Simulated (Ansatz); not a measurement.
# A geometry optimisation of COSb with PBE0-D3(BJ)/def2-SVP

The starting geometry of this gas-phase doublet was optimised with GFN2-xTB.

```xyz
3

C     0.7495    0.6288   -0.2409
O     0.6016   -0.4720    0.1710
Sb   -0.4506   -0.2972   -1.9652
```

Where would you expect an optimisation with PBE0-D3(BJ)/def2-SVP to take it?

It falls apart into CO + Sb. Distances that change by over a tenth: O2–Sb3 (2.39 → 4.21 Å). Contacts that open: C1–Sb3 (2.30 → 3.53 Å).

The energy falls by 0.63 eV over 16 steps:

| step | E − E(last) (eV) |
| --- | --- |
| 1 | 0.627 |
| 3 | 0.562 |
| 4 | 0.430 |
| 6 | 0.050 |
| 8 | 0.009 |
| 9 | 0.006 |
| 11 | 0.002 |
| 13 | 0.000 |
| 14 | 0.000 |
| 16 | 0.000 |

Final geometry (Å):

```xyz
3

C     0.8429    0.4942    0.0241
O     1.0091   -0.2768    0.8319
Sb   -0.9515   -0.3579   -2.8911
```

No frequencies were run, so the end isn't proven a minimum. Open shells are spin-unrestricted. Atoms past krypton carry core potentials, without spin–orbit terms. Run with Ansatz 0.2.0, 3.9 min on 1 thread of Intel(R) Xeon(R) Processor @ 2.50GHz (Skylake/Cascade Lake), on a shared host.
